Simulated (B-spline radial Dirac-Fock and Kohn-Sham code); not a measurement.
The L3 (2p3/2) hole of ytterbium ions: width and yield against charge

Model: independent-particle rates on relativistic LDA orbitals of the hole state (multipoles up to L = 3, Coulomb Auger matrix elements, transition energies from Dirac-Fock). Program: an atomic code on a B-spline grid. Tabulated ground configurations, configuration averages; single configurations, so decays that open only by mixing (as 1s 2s² with 1s 2p² in Be-like ions) are missing and such tiny yields are far too low.

```csv
ion,configuration,radiative (eV),non-radiative (eV),yield
Yb,[Xe] 4f14 6s2,0.954,3.35,0.221
Yb⁺,[Xe] 4f14 6s1,0.954,3.35,0.221
Yb²⁺,[Xe] 4f14,0.954,3.35,0.221
Yb³⁺,[Xe] 4f13,0.954,3.36,0.221
Yb⁴⁺,[Xe] 4f12,0.956,3.37,0.221
Yb⁵⁺,[Kr] 4d10 4f12 5s2 5p5,0.956,3.37,0.221
Yb⁶⁺,[Kr] 4d10 4f12 5s2 5p4,0.956,3.37,0.221
Yb⁷⁺,[Kr] 4d10 4f12 5s2 5p3,0.956,3.36,0.222
```

Values without a named source are computed, but for edge energies of neutral atoms, which are taken from tables.
